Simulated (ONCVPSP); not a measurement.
**niobium (Nb), ONCV: configuration errors across variants**

| Item | Value |
| --- | --- |
| Element | Nb |
| Generator | ONCVPSP 4.0.1 |
| Type | optimised norm-conserving Vanderbilt (ONCV) |
| Functional | PBEsol |
| Relativity | scalar-relativistic |
| Frozen core | [Ar] 3d10 |
| Valence charge | 13 |
| Reference configuration | 4s2 4p6 4d3 5s2 |
| Partial waves | 4s+5s: rc 2.05 bohr, ncon 4, nbas 7, qcut 6 1/bohr, 2 projectors; 4p: rc 1.80 bohr, ncon 4, nbas 7, qcut 6.4 1/bohr, 2 projectors, debl 3.9 Ha; 4d: rc 1.80 bohr, ncon 4, nbas 9, qcut 4.7 1/bohr, 2 projectors, debl 2.6 Ha |
| Local potential | polynomial inside 1.25 bohr (lpopt 5, dvloc0 4 Ha) |
| Core correction | none |

All-electron excitation energies from the reference (eV): (1) 4s2 4p6 4d4 5s1 0.534; (2) 4s2 4p6 4d4 5s0 7.187; (3) 4s2 4p6 4d3 5s0 21.216; (4) 4s2 4p6 4d4 5s0 5p1 3.528.

1 further variants failed, have other tests or too few solved ones, and are left out.

A true bound ghost makes a file unfit for plane-wave use even where its test errors are small: the radial tests pick states by their node count and pass the ghost by.

Errors AE − PS in meV (a dash: test not solved or not reliable):

| change | (1) | (2) | (3) | (4) | bound ghosts | GHOST(+) flags above zero |
| --- | --- | --- | --- | --- | --- | --- |
| base | -4.6 | -9.2 | -8.2 | -6.6 | d | d |
| core correction Teter function, fcfact 5.75, rcfact 1.15 | -5.3 | -11 | -9.9 | -8.5 | d | d |
| d: nproj 1 | -4.8 | -9.5 | -8.3 | -6.8 | d | d |
| s: rc 2.1 | -4.8 | -9.7 | -8.6 | -7.0 | d | d |
| s: qcut 6.2; p: qcut 6.6; d: qcut 4.8 | -4.5 | -9.0 | -7.9 | -6.4 | d | d |
| s: qcut 5.9 | -4.7 | -9.4 | -8.4 | -6.8 | d | d |
| d: rc 1.22; local potential polynomial inside 1.22 bohr (lpopt 5, dvloc0 4 Ha) | -5.8 | -12 | -7.5 | -8.5 | none | d |
| s: qcut 7.8 | -3.5 | -6.0 | -6.1 | -3.9 | d | d |
| local potential polynomial inside 1.25 bohr (lpopt 5, dvloc0 5 Ha) | -3.8 | -8.7 | -7.8 | -6.3 | none | none |

(1) Give the same row for: d: nproj 0; local potential the d channel.

Results:

(1) -5.9, -11, -8.7, -20; bound ghosts: none; GHOST(+) flags above zero: s, p.
